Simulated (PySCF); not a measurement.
GaF, SMILES [F][Ga] (connectivity only; charge and spin as stated), neutral, multiplicity 1.

Geometry: B3LYP-D3(BJ)/def2-TZVPD.

These are TDA-PBE/def2-TZVPD in PySCF 2.14.0 values and carry that method's errors.

Vertical excitations; the highest root listed may be one member of a degenerate set. Isolated molecule, no solvent. State labels are in the subgroup C2v.

```
state  symmetry  energy (eV)  λ (nm)      f                                                                main pairs
-----  --------  -----------  ------  -----  ------------------------------------------------------------------------
S1           B1         5.65     220  0.248                                                HOMO→LUMO (degenerate set)
S2           B2         5.65     220  0.248                                              HOMO→LUMO+1 (degenerate set)
S3           A2         6.40     194  0.000                                      HOMO−2→LUMO+1 50 %, HOMO−1→LUMO 50 %
S4           A2         6.48     191  0.000                               HOMO−1→LUMO, HOMO−2→LUMO+1 (degenerate set)
S5           A1         6.48     191  0.000                               HOMO−2→LUMO, HOMO−1→LUMO+1 (degenerate set)
S6           A1         6.94     179  0.125                    HOMO→LUMO+2 57 %, HOMO−1→LUMO+1 20 %, HOMO−2→LUMO 20 %
S7           A1         7.45     166  0.003                                                          HOMO→LUMO+3 94 %
S8           A1         7.99     155  0.622  HOMO→LUMO+2 31 %, HOMO−1→LUMO+1 23 %, HOMO−2→LUMO 23 %, HOMO→LUMO+9 10 %
S9           B1         8.44     147  0.009                                            HOMO−2→LUMO+2 (degenerate set)
S10          B2         8.44     147  0.009                                            HOMO−1→LUMO+2 (degenerate set)
T1           B2         3.92     317      0                                              HOMO→LUMO+1 (degenerate set)
T2           B1         3.92     317      0                                                HOMO→LUMO (degenerate set)
T3           A1         6.04     205      0                    HOMO→LUMO+2 74 %, HOMO−2→LUMO 13 %, HOMO−1→LUMO+1 13 %
T4           A1         6.11     203      0                    HOMO−2→LUMO 37 %, HOMO−1→LUMO+1 37 %, HOMO→LUMO+2 25 %
```
Triplets are in the Tamm–Dancoff approximation.
